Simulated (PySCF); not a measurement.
Geometries of 3 isomers of C3H7NSi, from PySCF 2.14.0, PBE0-D3(BJ)/def2-SVP geometry optimisation, gas phase. One conformer each, no zero-point energy, no frequencies.

Question: Which isomer lies lowest at this level?
A.
```xyz
12
angstrom
C      2.115    1.060   -0.775
C      1.418    0.139   -0.408
C      0.561   -0.959    0.057
N     -0.523   -0.567    0.930
Si    -2.026    0.082    0.341
H      2.733    1.873   -1.107
H      0.140   -1.472   -0.826
H      1.197   -1.713    0.555
H     -0.201   -0.232    1.832
H     -2.955    0.148    1.507
H     -1.958    1.446   -0.280
H     -2.541   -0.857   -0.702
```
B.
```xyz
12
angstrom
Si     1.517   -0.164    0.348
C      0.118   -0.100   -0.926
C     -1.263    0.180   -0.385
C     -1.716   -0.239    0.926
N     -1.422    0.980    0.900
H      2.778   -0.540   -0.363
H      1.716    1.149    1.027
H      1.232   -1.203    1.387
H      0.117   -1.065   -1.466
H      0.385    0.663   -1.679
H     -2.022    0.397   -1.151
H     -2.069   -0.984    1.643
```
C.
```xyz
12
angstrom
C      2.744   -0.555    0.158
C      1.362   -0.120    0.074
C      0.203    0.255    0.001
Si    -1.559    0.777   -0.080
N     -2.714   -0.435    0.359
H      3.314   -0.235   -0.728
H      2.811   -1.652    0.223
H      3.238   -0.134    1.048
H     -1.849    1.192   -1.482
H     -1.736    1.926    0.855
H     -2.822   -1.238   -0.252
H     -2.752   -0.731    1.328
```

Answer: C. That is `CC#C[SiH2]N`, 27.6 kcal/mol below the next.

```csv
SMILES,atoms numbered as above,E (Eh),relative (kcal/mol),relative (kJ/mol),dipole (D)
CC#C[SiH2]N,[CH3:1][C:2]#[C:3][SiH2:4][NH2:5],-462.20295,0.0,0.0,2.30
C#CCN[SiH3],[CH:1]#[C:2][CH2:3][NH:4][SiH3:5],-462.15904,27.6,115.3,0.84
[SiH3]C[C@H]1C=N1,[SiH3:1][CH2:2][C@H:3]1[CH:4]=[N:5]1,-462.14871,34.0,142.4,2.19
```

As drawn, the lowest has a C≡C bond and an N–H bond, which the highest lacks; the highest has a three-membered ring and a C=N bond, which the lowest lacks.
